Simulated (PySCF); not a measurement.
PySCF job for CCl3, SMILES Cl[C+](Cl)Cl, charge +1, TDA-ωB97X/def2-SVPD. Geometry optimised at r2SCAN-D4/def2-SVP.

```python
import numpy as np
from pyscf import gto, scf, dft, tdscf

mol = gto.M(
    atom='''
    C     0.00000000    0.00000000    0.00000000
    Cl    1.65557794    0.00000000    0.00000000
    Cl   -0.82778897    1.43377255    0.00000000
    Cl   -0.82778897   -1.43377255    0.00000000
    ''',
    basis='def2-SVPD',
    charge=1,
    spin=0,
    symmetry=True,
    max_memory=1600,
    verbose=4,
)
mf = dft.RKS(mol, xc='wb97x').density_fit(auxbasis='def2-universal-jkfit')
mf.grids.level = 3
mf.conv_tol = 1e-9
mf.max_cycle = 100
mf.kernel()
mf.grids = dft.Grids(mol).set(level=1).build(with_non0tab=True)  # coarser grid for the response kernel
td = tdscf.TDA(mf)
td.singlet = True
td.nstates = 10
td.conv_tol = 1e-4
td.positive_eig_threshold = 1e-6
td.kernel(x0=td.get_init_guess(mf, 15))
td.analyze()
tt = tdscf.TDA(mf)
tt.singlet = False
tt.nstates = 4
tt.conv_tol = 1e-4
tt.positive_eig_threshold = 1e-6
tt.kernel(x0=tt.get_init_guess(mf, 9))
tt.analyze(verbose=3)
```

Program output:

```
PySCF version 2.14.0

[INPUT] verbose = 4
[INPUT] num. atoms = 4
[INPUT] num. electrons = 56
[INPUT] charge = 1
[INPUT] spin (= nelec alpha-beta = 2S) = 0
[INPUT] symmetry True subgroup None
[INPUT] Mole.unit = angstrom
[INPUT] Symbol           X                Y                Z      unit          X                Y                Z       unit  Magmom
[INPUT]  1 C      0.000000000000   0.000000000000   0.000000000000 AA    0.000000000000   0.000000000000   0.000000000000 Bohr   0.0
[INPUT]  2 Cl     1.655577940000   0.000000000000   0.000000000000 AA    3.128588884472   0.000000000000   0.000000000000 Bohr   0.0
[INPUT]  3 Cl    -0.827788970000   1.433772550000   0.000000000000 AA   -1.564294442236   2.709437444419   0.000000000000 Bohr   0.0
[INPUT]  4 Cl    -0.827788970000  -1.433772550000   0.000000000000 AA   -1.564294442236  -2.709437444419   0.000000000000 Bohr   0.0

nuclear repulsion = 257.803985851765
point group symmetry = D3h, use subgroup C2v
symmetry origin: [0. 0. 0.]
symmetry axis x: [0. 1. 0.]
symmetry axis y: [0. 0. 1.]
symmetry axis z: [1. 0. 0.]
num. orbitals of irrep A1 = 42
num. orbitals of irrep A2 = 12
num. orbitals of irrep B1 = 29
num. orbitals of irrep B2 = 18
number of shells = 41
number of NR pGTOs = 165
number of NR cGTOs = 101
basis = def2-SVPD
ecp = {}


[settings echo left out]
init E= -1418.94031489394
HOMO (B1) = -0.385807308412567  LUMO (B2) = -0.0941890299877002  gap/eV = 7.93534
cycle= 1 E= -1417.61863475996  delta_E= 1.32  |g|= 0.929  |ddm|= 2.46
HOMO (B1) = -0.717844344350559  LUMO (B2) = -0.498975531457287  gap/eV = 5.95572
cycle= 2 E= -1417.46662620012  delta_E= 0.152  |g|= 1.35  |ddm|= 2.11
HOMO (B1) = -0.684374258814814  LUMO (B2) = -0.330106714026073  gap/eV = 9.64011
cycle= 3 E= -1417.87472928279  delta_E= -0.408  |g|= 0.0673  |ddm|= 1.31
HOMO (B1) = -0.661311388244836  LUMO (B2) = -0.29881734101097  gap/eV = 9.86397
cycle= 4 E= -1417.87594205007  delta_E= -0.00121  |g|= 0.0206  |ddm|= 0.148
HOMO (B1) = -0.663862132647772  LUMO (B2) = -0.297552363183504  gap/eV = 9.96780
cycle= 5 E= -1417.87605609661  delta_E= -0.000114  |g|= 0.00251  |ddm|= 0.04
HOMO (B1) = -0.66377141574041  LUMO (B2) = -0.2976838136475  gap/eV = 9.96175
cycle= 6 E= -1417.87606098759  delta_E= -4.89e-06  |g|= 0.000358  |ddm|= 0.0113
HOMO (B1) = -0.663784224565734  LUMO (B2) = -0.297667380271132  gap/eV = 9.96255
cycle= 7 E= -1417.87606111725  delta_E= -1.3e-07  |g|= 7.56e-05  |ddm|= 0.00163
HOMO (B1) = -0.663790962931285  LUMO (B2) = -0.297661618789346  gap/eV = 9.96289
cycle= 8 E= -1417.87606112078  delta_E= -3.53e-09  |g|= 1.15e-05  |ddm|= 0.000235
HOMO (B1) = -0.663791577062088  LUMO (B2) = -0.297662212790063  gap/eV = 9.96289
cycle= 9 E= -1417.87606112085  delta_E= -7.46e-11  |g|= 3.67e-06  |ddm|= 2.6e-05
HOMO (B1) = -0.663791501769865  LUMO (B2) = -0.297661965898913  gap/eV = 9.96289
Extra cycle  E= -1417.87606112086  delta_E= -5e-12  |g|= 2.18e-06  |ddm|= 8.48e-06
converged SCF energy = -1417.87606112086
tot grids = 24128
Overwritten attributes  positive_eig_threshold  of <class 'pyscf.tdscf.rks.TDA'>


******** <class 'pyscf.tdscf.rks.TDA'> for <class 'pyscf.df.df_jk.DFSymAdaptedRKS'> ********
nstates = 10 singlet
deg_eia_thresh = 1.000e-03
wfnsym = None
conv_tol = 0.0001
eigh lindep = 1e-12
eigh level_shift = 0
eigh max_cycle = 100


Excitation energies (eV)
[3.92828897 5.06125524 5.06168797 5.92292019 5.92326113 7.73807779
 8.38971229 8.38989784 8.93481374 8.93499644]

** Singlet excitation energies and oscillator strengths **
Excited State   1:   A2      3.92829 eV    315.62 nm  f=0.0000
      28 -> 29        0.70579
Excited State   2:   A2      5.06126 eV    244.97 nm  f=0.0000
      24 -> 29        0.70530
Excited State   3:   B2      5.06169 eV    244.95 nm  f=0.0000
      25 -> 29       -0.70530
Excited State   4:   B1      5.92292 eV    209.33 nm  f=0.2145
      27 -> 29       -0.67984
Excited State   5:   A1      5.92326 eV    209.32 nm  f=0.2146
      26 -> 29       -0.67985
Excited State   6:   B1      7.73808 eV    160.23 nm  f=0.0000
      24 -> 31        0.12932
      25 -> 32       -0.12926
      28 -> 30        0.67657
Excited State   7:   A2      8.38971 eV    147.78 nm  f=0.0000
      26 -> 32       -0.13286
      27 -> 30        0.66890
      27 -> 31       -0.13287
Excited State   8:   B2      8.38990 eV    147.78 nm  f=0.0000
      26 -> 30        0.66897
      26 -> 31        0.13277
      27 -> 32       -0.13285
Excited State   9:   B1      8.93481 eV    138.77 nm  f=0.0324
      24 -> 30        0.57848
      24 -> 31        0.15005
      25 -> 32        0.15002
      28 -> 31        0.30254
Excited State  10:   A1      8.93500 eV    138.76 nm  f=0.0325
      24 -> 32       -0.14998
      25 -> 30       -0.57850
      25 -> 31        0.15010
      28 -> 32        0.30248

** Transition electric dipole moments (AU) **
state          X           Y           Z        Dip. S.      Osc.
  1         0.0000      0.0000     -0.0000      0.0000      0.0000
  2         0.0000     -0.0000     -0.0000      0.0000      0.0000
  3        -0.0000     -0.0000     -0.0000      0.0000      0.0000
  4         0.0000      1.2158      0.0000      1.4782      0.2145
  5         1.2161     -0.0000     -0.0000      1.4788      0.2146
  6        -0.0000      0.0000     -0.0000      0.0000      0.0000
  7        -0.0000      0.0000     -0.0000      0.0000      0.0000
  8        -0.0000     -0.0000      0.0001      0.0000      0.0000
  9         0.0000      0.3849      0.0000      0.1482      0.0324
 10        -0.3852      0.0000      0.0000      0.1483      0.0325

** Transition velocity dipole moments (imaginary part, AU) **
state          X           Y           Z        Dip. S.      Osc.
  1         0.0000      0.0000     -0.0000      0.0000      0.0000
  2        -0.0000      0.0000     -0.0000      0.0000      0.0000
  3         0.0000      0.0000     -0.0001      0.0000      0.0000
  4         0.0000      0.0099      0.0000      0.0001      0.0003
  5         0.0100     -0.0000     -0.0000      0.0001      0.0003
  6        -0.0000      0.0000     -0.0000      0.0000      0.0000
  7        -0.0000      0.0000      0.0000      0.0000      0.0000
  8        -0.0000     -0.0000     -0.0000      0.0000      0.0000
  9        -0.0000      0.1608     -0.0000      0.0259      0.0525
 10        -0.1609      0.0000     -0.0000      0.0259      0.0526

** Transition magnetic dipole moments (imaginary part, AU) **
state          X           Y           Z
  1         0.0001     -0.0000     -0.0000
  2         1.0182     -0.0000      0.0000
  3         0.0000      1.0182      0.0000
  4         0.0000      0.0000     -0.0001
  5         0.0000      0.0000     -0.0000
  6        -0.0000      0.0000      1.1080
  7         0.1684     -0.0000      0.0000
  8         0.0000     -0.1689      0.0000
  9        -0.0000     -0.0000     -0.0002
 10        -0.0000      0.0000      0.0000


******** <class 'pyscf.tdscf.rks.TDA'> for <class 'pyscf.df.df_jk.DFSymAdaptedRKS'> ********
nstates = 4 triplet
deg_eia_thresh = 1.000e-03
wfnsym = None
conv_tol = 0.0001
eigh lindep = 1e-12
eigh level_shift = 0
eigh max_cycle = 100


Excitation energies (eV)
[3.68839539 4.22198368 4.22213291 4.81058818]

** Triplet excitation energies and oscillator strengths **
Excited State   1:   A2      3.68840 eV    336.15 nm  f=0.0000
Excited State   2:   B1      4.22198 eV    293.66 nm  f=0.0000
Excited State   3:   A1      4.22213 eV    293.65 nm  f=0.0000
Excited State   4:   A2      4.81059 eV    257.73 nm  f=0.0000
```

Self-consistency was reached.
